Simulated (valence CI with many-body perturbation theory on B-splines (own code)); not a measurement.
# E1 line list for Ag32+

Level of theory: configuration interaction combined with many-body perturbation theory (CI+MBPT): five valence electrons over a frozen Dirac-Fock core [Ne], a basis of 9 s, 9 p, 8 d, 6 f, 3 g, 1 h functions for each j, with the one-electron correlation potential Σ1, the two-electron term Σ2, the three-electron term Σ3, Breit, model QED; selected CI, second order for the rest (own B-spline code, finite nucleus).

No measured spectrum was set against this ion. As an estimate, large intervals hold to a few tenths of a per cent, small ones and those within an open d or f shell to about a per cent. Among the levels kept, up to 600 cm⁻¹ of a level comes from second order outside the variational space, and about a tenth of that is noise between levels of different J, which matters for small intervals.

Lines 151 to 196 of 196 in falling wavelength, among levels below 2099700 cm⁻¹, chosen from the strongest by gf and those to the six lowest levels. Wavelengths and rates use the calculated energies. Electric multipoles are in the length gauge, E1 and E2 with the static RPA response of the core. Weak lines are less certain than strong ones. Lines between different terms over intervals too small for the method are left out, as are lines whose strength nearly cancels. The highest levels of a list are the least certain.

Levels are named by their leading jj configuration (3d3/2^4 stands for four electrons in 3d with j = 3/2), which in mixed levels can hold well under half, so a name can repeat and another be missing. Letters in brackets count levels of one name in rising energy.

| λ vac (nm) | Upper | Lower | A (s⁻¹) | S (a.u.) with core polarisation | S without |
| --- | --- | --- | --- | --- | --- |
| 7.694 | (3s 3p3/2^4) J=1/2 | (3s^2 3p3/2^3) J=3/2 | 3.67e+11 | 1.65e-01 | 1.69e-01 |
| 7.624 | (3s^2 3p1/2 3p3/2 3d5/2) J=5/2 [b] | (3s^2 3p1/2 3p3/2^2) J=3/2 | 1.52e+11 | 1.99e-01 | 2.03e-01 |
| 7.615 | (3s^2 3p1/2 3p3/2 3d5/2) J=3/2 [c] | (3s^2 3p1/2 3p3/2^2) J=3/2 | 1.67e+10 | 1.46e-02 | 1.49e-02 |
| 7.602 | (3s^2 3p3/2^2 3d5/2) J=1/2 | (3s^2 3p1/2 3p3/2^2) J=1/2 | 7.82e+10 | 3.39e-02 | 3.46e-02 |
| 7.513 | (3s 3p1/2 3p3/2^3) J=5/2 | (3s^2 3p1/2^2 3p3/2) J=3/2 | 3.24e+08 | 4.07e-04 | 4.16e-04 |
| 7.374 | (3s^2 3p1/2 3p3/2 3d5/2) J=1/2 | (3s^2 3p1/2 3p3/2^2) J=3/2 | 2.71e+09 | 1.07e-03 | 1.10e-03 |
| 7.271 | (3s^2 3p3/2^2 3d3/2) J=1/2 | (3s^2 3p1/2 3p3/2^2) J=1/2 | 2.13e+10 | 8.08e-03 | 8.26e-03 |
| 7.237 | (3s^2 3p3/2^2 3d5/2) J=7/2 | (3s^2 3p1/2 3p3/2^2) J=5/2 | 5.58e+09 | 8.35e-03 | 8.52e-03 |
| 7.221 | (3s^2 3p3/2^2 3d3/2) J=3/2 [a] | (3s^2 3p1/2 3p3/2^2) J=1/2 | 2.85e+10 | 2.12e-02 | 2.17e-02 |
| 6.977 | (3s 3p1/2 3p3/2^3) J=1/2 | (3s^2 3p1/2^2 3p3/2) J=3/2 | 5.32e+10 | 1.78e-02 | 1.82e-02 |
| 6.962 | (3s^2 3p3/2^2 3d5/2) J=1/2 | (3s^2 3p1/2 3p3/2^2) J=3/2 | 8.44e+07 | 2.81e-05 | 2.91e-05 |
| 6.921 | (3s^2 3p1/2 3p3/2 3d5/2) J=3/2 [a] | (3s^2 3p1/2^2 3p3/2) J=3/2 | 4.47e+09 | 2.92e-03 | 2.99e-03 |
| 6.898 | (3s^2 3p1/2 3p3/2 3d5/2) J=5/2 [a] | (3s^2 3p1/2^2 3p3/2) J=3/2 | 1.23e+11 | 1.20e-01 | 1.22e-01 |
| 6.895 | (3s^2 3p3/2^2 3d3/2) J=5/2 | (3s^2 3p1/2 3p3/2^2) J=5/2 | 2.13e+11 | 2.06e-01 | 2.11e-01 |
| 6.888 | (3s^2 3p3/2^2 3d3/2) J=3/2 [a] | (3s^2 3p1/2 3p3/2^2) J=5/2 | 1.10e+11 | 7.10e-02 | 7.26e-02 |
| 6.763 | (3s^2 3p3/2^2 3d3/2) J=3/2 [b] | (3s^2 3p1/2 3p3/2^2) J=1/2 | 2.49e+11 | 1.52e-01 | 1.55e-01 |
| 6.743 | (3s^2 3p3/2^2 3d3/2) J=7/2 | (3s^2 3p1/2 3p3/2^2) J=5/2 | 2.96e+11 | 3.58e-01 | 3.66e-01 |
| 6.683 | (3s^2 3p3/2^2 3d3/2) J=1/2 | (3s^2 3p1/2 3p3/2^2) J=3/2 | 3.30e+11 | 9.73e-02 | 9.94e-02 |
| 6.674 | (3s^2 3p1/2 3p3/2 3d3/2) J=3/2 [b] | (3s^2 3p1/2^2 3p3/2) J=3/2 | 4.06e+11 | 2.38e-01 | 2.43e-01 |
| 6.648 | (3s^2 3p3/2^2 3d3/2) J=5/2 | (3s^2 3p1/2 3p3/2^2) J=3/2 | 1.10e+11 | 9.57e-02 | 9.78e-02 |
| 6.641 | (3s^2 3p3/2^2 3d3/2) J=3/2 [a] | (3s^2 3p1/2 3p3/2^2) J=3/2 | 2.35e+11 | 1.36e-01 | 1.39e-01 |
| 6.597 | (3s^2 3p1/2 3p3/2 3d3/2) J=5/2 [b] | (3s^2 3p1/2^2 3p3/2) J=3/2 | 1.74e+11 | 1.48e-01 | 1.51e-01 |
| 6.550 | (3s^2 3p1/2 3p3/2 3d3/2) J=1/2 [b] | (3s^2 3p1/2^2 3p3/2) J=3/2 | 2.88e+11 | 8.00e-02 | 8.17e-02 |
| 6.493 | (3s^2 3p3/2^2 3d5/2) J=5/2 [a] | (3s^2 3p1/2 3p3/2^2) J=5/2 | 2.41e+09 | 1.96e-03 | 2.00e-03 |
| 6.469 | (3s^2 3p3/2^2 3d3/2) J=3/2 [b] | (3s^2 3p1/2 3p3/2^2) J=5/2 | 5.02e+09 | 2.68e-03 | 2.75e-03 |
| 6.420 | (3s^2 3p3/2^2 3d5/2) J=3/2 | (3s^2 3p1/2 3p3/2^2) J=1/2 | 4.46e+10 | 2.33e-02 | 2.38e-02 |
| 6.361 | (3s^2 3p1/2 3p3/2 3d5/2) J=3/2 [b] | (3s^2 3p1/2^2 3p3/2) J=3/2 | 5.74e+08 | 2.92e-04 | 2.99e-04 |
| 6.311 | (3s 3p3/2^4) J=1/2 | (3s^2 3p1/2 3p3/2^2) J=1/2 | 7.92e+08 | 1.97e-04 | 2.01e-04 |
| 6.281 | (3s^2 3p1/2 3p3/2 3d5/2) J=5/2 [b] | (3s^2 3p1/2^2 3p3/2) J=3/2 | 4.36e+10 | 3.20e-02 | 3.26e-02 |
| 6.275 | (3s^2 3p1/2 3p3/2 3d5/2) J=3/2 [c] | (3s^2 3p1/2^2 3p3/2) J=3/2 | 3.21e+10 | 1.57e-02 | 1.60e-02 |
| 6.273 | (3s^2 3p3/2^2 3d5/2) J=5/2 [a] | (3s^2 3p1/2 3p3/2^2) J=3/2 | 3.50e+07 | 2.56e-05 | 2.62e-05 |
| 6.251 | (3s^2 3p3/2^2 3d3/2) J=3/2 [b] | (3s^2 3p1/2 3p3/2^2) J=3/2 | 3.85e+09 | 1.86e-03 | 1.89e-03 |
| 6.155 | (3s^2 3p3/2^2 3d5/2) J=3/2 | (3s^2 3p1/2 3p3/2^2) J=5/2 | 3.36e+09 | 1.55e-03 | 1.58e-03 |
| 6.110 | (3s^2 3p1/2 3p3/2 3d5/2) J=1/2 | (3s^2 3p1/2^2 3p3/2) J=3/2 | 5.09e+09 | 1.15e-03 | 1.17e-03 |
| 6.069 | (3s^2 3p3/2^2 3d5/2) J=5/2 [b] | (3s^2 3p1/2 3p3/2^2) J=5/2 | 4.09e+09 | 2.71e-03 | 2.76e-03 |
| 5.957 | (3s^2 3p3/2^2 3d5/2) J=3/2 | (3s^2 3p1/2 3p3/2^2) J=3/2 | 3.02e+07 | 1.26e-05 | 1.28e-05 |
| 5.876 | (3s^2 3p3/2^2 3d5/2) J=5/2 [b] | (3s^2 3p1/2 3p3/2^2) J=3/2 | 4.52e+09 | 2.71e-03 | 2.77e-03 |
| 5.863 | (3s 3p3/2^4) J=1/2 | (3s^2 3p1/2 3p3/2^2) J=3/2 | 4.18e+09 | 8.31e-04 | 8.48e-04 |
| 5.825 | (3s^2 3p3/2^2 3d5/2) J=1/2 | (3s^2 3p1/2^2 3p3/2) J=3/2 | 6.72e+08 | 1.31e-04 | 1.34e-04 |
| 5.603 | (3s^2 3p3/2^2 3d3/2) J=5/2 | (3s^2 3p1/2^2 3p3/2) J=3/2 | 1.84e+07 | 9.61e-06 | 9.79e-06 |
| 5.598 | (3s^2 3p3/2^2 3d3/2) J=3/2 [a] | (3s^2 3p1/2^2 3p3/2) J=3/2 | 1.86e+08 | 6.44e-05 | 6.59e-05 |
| 5.335 | (3s^2 3p3/2^2 3d5/2) J=5/2 [a] | (3s^2 3p1/2^2 3p3/2) J=3/2 | 8.86e+08 | 3.98e-04 | 4.07e-04 |
| 5.319 | (3s^2 3p3/2^2 3d3/2) J=3/2 [b] | (3s^2 3p1/2^2 3p3/2) J=3/2 | 7.19e+08 | 2.14e-04 | 2.19e-04 |
| 5.104 | (3s^2 3p3/2^2 3d5/2) J=3/2 | (3s^2 3p1/2^2 3p3/2) J=3/2 | 8.67e+08 | 2.28e-04 | 2.33e-04 |
| 5.045 | (3s^2 3p3/2^2 3d5/2) J=5/2 [b] | (3s^2 3p1/2^2 3p3/2) J=3/2 | 7.75e+08 | 2.95e-04 | 3.01e-04 |
| 5.035 | (3s 3p3/2^4) J=1/2 | (3s^2 3p1/2^2 3p3/2) J=3/2 | 5.83e+08 | 7.34e-05 | 7.50e-05 |
